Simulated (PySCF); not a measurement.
# Spinor energies of Tm+ (thulium, charge +1)

Start: [Xe] 4f13 6s1; 4f5/2 filled at m_j = -5/2, -3/2, -1/2, +1/2, +3/2, +5/2; 4f7/2 filled at m_j = -5/2, -3/2, -1/2, +1/2, +3/2, +5/2, +7/2; 6s1/2 filled at m_j = +1/2. Calculated with PySCF 2.14 in x2c-TZVPall-2c with one added diffuse shell each of s, p, d, f type (12s12p11d5f1g, 147 functions): generalised Hartree-Fock with the X2C-1e Hamiltonian and a Gaussian nucleus; one run each with spin-orbit coupling (SO) switched off, then screened by Boettger's factors.

| spinor shell | electrons | ε, spin-free (eV) | ε, screened SO (eV) | weight of nominal j (screened SO) | rms radius, screened SO (bohr) |
| --- | --- | --- | --- | --- | --- |
| 1s1/2 | 2 | -59699.4 | -59685.3 | 1.000 | 0.0227 |
| 2s1/2 | 2 | -10208.1 | -10203.8 | 1.000 | 0.0917 |
| 2p1/2 | 2 | -9011.7 | -9707.2 | 1.000 | 0.0783 |
| 3s1/2 | 2 | -2354.5 | -2353.2 | 1.000 | 0.235 |
| 3p1/2 | 2 | -1985.5 | -2134.8 | 1.000 | 0.227 |
| 3p3/2 | 4 | -1985.5 | -1922.3 | 1.000 | 0.241 |
| 3d3/2 | 4 | -1526.8 | -1554.1 | 1.000 | 0.214 |
| 3d5/2 | 6 | -1526.8 | -1507.5 | 1.000 | 0.218 |
| 4s1/2 | 2 | -496.04 | -495.70 | 1.000 | 0.530 |
| 4p1/2 | 2 | -372.32 | -406.78 | 0.999 | 0.542 |
| 4p3/2 | 4 | -372.32 | -357.74 | 1.000 | 0.574 |
| 4d3/2 | 4 | -204.82 | -211.12 | 0.993 | 0.612 |
| 4d5/2 | 6 | -204.82 | -200.43 | 0.996 | 0.624 |
| 5s1/2 | 2 | -71.072 | -71.037 | 1.000 | 1.33 |
| 5p1/2 | 2 | -39.811 | -44.282 | 0.992 | 1.51 |
| 5p3/2 | 4 | -39.811 | -37.963 | 0.996 | 1.63 |
| 4f5/2 | 6 | -20.153 | -21.279 | 0.946 | 0.874 |
| 4f7/2 | 7 | -20.153 | -19.104 | 0.953 | 0.903 |
| 6s1/2 | 1 | -11.207 | -11.214 | 1.000 | 4.03 |

Task: Where does 2p3/2 lie, and what is the 2p spin-orbit splitting (screened SO)?

Result: At -8721.7 eV, 985.44 eV above 2p1/2.

```tsv
quantity	spin-free	screened SO
E (hartree)	-13557.07651	-13569.05602
M_J	4	4
⟨J²⟩	20.012	20.012
⟨L²⟩	12.011	12.109
⟨S²⟩	2.001	2.102
```

Each row is a mean over spinors that exchange with the open shell spreads, by up to 9.478 eV (4d5/2).

Breit and QED terms are absent; they matter most for the inner s and p1/2 levels.

Densities and radii are taken from the X2C orbitals without a picture-change correction, which distorts them close to the nucleus.

Without spin-orbit coupling the j labels of p, d and f shells carry no meaning; the spin-free column gives the mean over the occupied spinors of each nl shell.
